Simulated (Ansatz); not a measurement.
Reaction (cleavage of the B–Sn bond): `[BH2][SnH2][OH]` + `B[SiH2]O` → `BO[SiH2]B` + `[OH][SnH3]`

Gas-phase electronic energies from Ansatz, PBE0-D4/def2-TZVP geometries. CCSD(T)/CBS is the MP2 limit (def2-TZVPP, def2-QZVPP) plus CCSD(T) − MP2 in def2-TZVPP, frozen cores. DFT in def2-TZVPP. def2 core potentials past Kr. For Sn outer-core shells are correlated without core-valence functions, which leaves a few kJ/mol of doubt a bond. Each species was taken in one conformer, which may not be the lowest.

```
       level  ΔE (eV)
   revPBE-D4    -1.54
MP2/def2-SVP    -1.89
```

(1) What does CCSD(T)/CBS give? (Best estimate.)

Largest T1 diagnostic among the species: 0.014.

Results:

(1) The calculation gave: -1.56 eV. The listed levels differ from it by 0.02, -0.33 eV.

In def2-TZVPP, CCSD(T) changes the Hartree–Fock value by +0.12 eV (the triples alone add −0.00 eV) and MP2 by +0.11 eV. From BLYP to BHLYP (50 % exact exchange), in def2-TZVPP and without D4, ΔE moves by −0.06 eV.
